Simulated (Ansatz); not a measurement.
A set of 12 reactions (ligand exchange), with CCSD(T)/CBS values in kJ/mol:

| reaction | ΔE |
| --- | --- |
| `[GeH3][GeH2][GeH2][GeH2][GeH3]` + `N=C1O[SiH2]1` → `[GeH3]/[N]=C1\O[SiH2]1` + `[GeH3][GeH2][GeH2][GeH3]` | 29.4 |
| `C[S][Ti]([OH])([Cl])[Cl]` + H₂S → `[OH][Ti]([SH])([Cl])[Cl]` + CH₃SH | 8.6 |
| `[F][Hf]([F])([F])[SH]` + HBr → `[F][Hf]([F])([F])[Br]` + H₂S | -70.5 |
| `OC[SiH2]S` + `N[SiH3]` → `[SiH3]N[SiH2]S` + CH₃OH | -80.7 |
| `OP[SiH3]` + `C=N` → `C=NP[SiH3]` + H₂O | -2.5 |
| `[GeH3][SeH]` + `CC#CS` → `CC#C[S][GeH3]` + H₂Se | 5.7 |
| `C[SiH](O)BO` + CH₃NH₂ → `CN[SiH](C)O` + `BO` | -103.8 |
| `[SiH3][SiH2][O][SnH3]` + `O[SiH2]F` → `F[SiH2]O[SiH2][SiH3]` + `[OH][SnH3]` | 5.7 |
| `F[SiH](F)F` + `S[SiH2]Cl` → `F[SiH](F)S[SiH2]Cl` + H–F | 91.1 |
| `C[Si](S)(Cl)Cl` + NH₃ → `C[Si](N)(S)Cl` + HCl | 33.3 |
| `COB(F)S` + CH₃NH₂ → `CNB(F)S` + CH₃OH | 14.2 |
| `[SiH3]N[SiH2]Cl` + H₂Se → `[SiH3]N[SiH2][SeH]` + HCl | 38.5 |

Isolated molecules relaxed with PBE0-D4/def2-TZVP in Ansatz; ΔE leaves out vibrations. CBS: MP2 limit from def2 TZ/QZ plus the TZ coupled-cluster correction, frozen cores. This one scheme is used for every species. Functionals use def2-TZVPP. B3LYP here is the variant with VWN-RPA as its local correlation; programs differ in this. def2 core potentials past Kr. For Br, Ge, Hf, Se, Sn, Ti outer-core shells are correlated without core-valence functions, which leaves a few kJ/mol of doubt a bond. Scalar relativity is left out up to krypton. One conformer a species, not always the lowest.

Problem. Give the mean, mean absolute and largest difference (level minus CCSD(T)/CBS, kJ/mol) for: PBE-D4, r2SCAN-D4, PBE0-D4, B3LYP-D4, ωB97X-V, B2PLYP, HF/def2-TZVPP, MP2/def2-TZVPP, SCS-MP2/def2-TZVPP, CCSD/def2-TZVPP, HF/def2-QZVPP, HF/CBS(def2), MP2/CBS(def2), CCSD/CBS(def2). (An estimate is asked.)

Solution. The calculation gave: 
```csv
level,mean,mean absolute,largest
PBE-D4,1.1,6.2,15.3
r2SCAN-D4,0.7,1.9,3.1
PBE0-D4,0.5,4.3,-10.2
B3LYP-D4,0.1,1.2,-3.4
ωB97X-V,1.1,2.8,8.0
B2PLYP,1.1,3.3,11.7
HF/def2-TZVPP,1.4,12.0,30.8
MP2/def2-TZVPP,-1.7,2.4,-7.9
SCS-MP2/def2-TZVPP,-0.7,3.6,-10.8
CCSD/def2-TZVPP,0.7,3.0,10.3
HF/def2-QZVPP,1.4,12.7,33.4
HF/CBS(def2),1.4,12.8,33.8
MP2/CBS(def2),-2.0,3.3,-8.8
CCSD/CBS(def2),0.4,1.8,5.0
```

The largest T1 diagnostic in the set is 0.026, for `[OH][Ti]([SH])([Cl])[Cl]` (customary mark 0.02).

CCSD(T)/CBS is a level of theory with its own doubt, and the functionals carry their triple-zeta basis error, so these figures describe this set and don't rank the functionals.
